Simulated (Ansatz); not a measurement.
The cluster Mg4Se5, relaxed as a singlet with RKS PBE-D4/def2-SVP in Ansatz, starting from the GFN1-xTB geometry. Force threshold 0.03 eV/Å.

The structure comes from a short search, and lower isomers may exist.

Start:

```csv
atom,x (Å),y (Å),z (Å)
Mg1,0.3346,-1.8872,0.8396
Mg2,-0.5782,1.4501,-1.5248
Mg3,-0.9046,-1.0604,3.1860
Mg4,2.2246,-0.2830,-1.1029
Se5,-1.5907,-0.9356,-0.3716
Se6,2.6356,-2.0567,0.4475
Se7,-1.4870,0.8001,1.2318
Se8,1.5664,1.4211,-2.5573
Se9,-2.2007,2.5516,-0.1483
```

Q: Estimate the energy that the relaxation releases and the steps that it takes.

A: 14.8 kcal/mol, in 15 steps; 53 s on 4 threads of Intel Xeon on a shared host. The force fell under the threshold at step 14, but the optimiser went on. No frequencies were taken in this run, so the end may be a saddle point.

Q: Does the start keep its bonding?

A: Bonds lost: Mg2–Se7 (atoms count from 1).

Q: Predict the relaxed structure.

A: 
```xyz
9

Mg    0.499   -0.954    1.148
Mg   -0.504    1.229   -1.585
Mg   -1.936   -2.010    3.070
Mg    2.342   -0.329   -1.516
Se   -1.640   -0.907   -0.373
Se    2.875   -1.204    0.703
Se   -1.643    0.666    1.522
Se    1.162    0.773   -3.332
Se   -1.154    2.737    0.362
```
Bond lengths (bridged metal pairs left out): 9 × Mg–Se 2.43 to 3.11 Å; 2 × Se–Se 2.42 to 2.46 Å.
